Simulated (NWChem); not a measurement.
Molecule: GaHSCl₂; SMILES [SH][Ga]([Cl])[Cl]

```xyz
5

Ga     0.0133    -0.0010     0.0000
Cl     1.6050    -1.4459     0.0000
Cl    -2.0183    -0.7252     0.0000
S      0.4660     2.1528     0.0000
H     -0.8419     2.4971     0.0000
```
Atoms are numbered in this order, from 1.

All runs: NWChem. The geometry was optimised at B3LYP/6-31G* (spherical d). B3LYP is NWChem's, with the RPA form of VWN correlation. Vertical excitations in the gas phase; the lowest state need not have the same character in each row.

```
level                            lowest excitation, singlet (eV)  oscillator strength of that lowest state  orbital gap (eV)
-------------------------------  -------------------------------  ----------------------------------------  ----------------
PBE/def2-SVPD, full TDDFT                                    [?]                                     0.006               [?]
B3LYP/def2-SVPD, full TDDFT                                 4.74                                     0.008              5.82
BHandHLYP/def2-SVPD, full TDDFT                             5.38                                     0.012              8.30
```

### Question
Fill in the missing entries.

### Answer

- PBE/def2-SVPD, full TDDFT, lowest excitation, singlet (eV): 4.39
- PBE/def2-SVPD, full TDDFT, orbital gap (eV): 4.26
